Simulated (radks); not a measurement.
The antimony anion Sb3-, [Xe], held by a Watson sphere: a shell of charge +3 at radius R that stands for the Madelung well of a crystal (potential energy -3/R inside, -3/r outside, in hartree with lengths in bohr). Calculated with a radial shooting solver on a logarithmic mesh with Libxc functionals: scalar-relativistic Kohn-Sham, LB94 model potential, spin-polarised, spherical densities, point nucleus. Response by self-consistent Sternheimer equations with the Hartree and adiabatic LDA kernel, the relativistic mass of each level held fixed and spin-orbit coupling left out. The sphere does not respond.

R (bohr),e(4d) (eV),e(5s) (eV),e(5p) (eV),<r> 5p (bohr),sum of <r^2> (bohr^2),X-ray form factor at sin(theta)/lambda = 0.1 1/angstrom,alpha (bohr^3)
2.37,-40.315,-19.774,-11.251,2.694,81.69,49.047,44.68
2.41,-40.140,-19.621,-11.165,2.709,82.34,49.020,45.71
2.87,-38.642,-17.998,-10.126,2.886,89.99,48.723,60.18
3.35,-37.625,-16.598,-9.046,3.066,98.20,48.449,80.93
3.45,-37.447,-16.341,-8.831,3.102,99.92,48.398,86.07
3.74,-36.971,-15.660,-8.229,3.204,104.9,48.260,102.7
4.3,-36.169,-14.565,-7.181,3.389,114.5,48.039,143.3
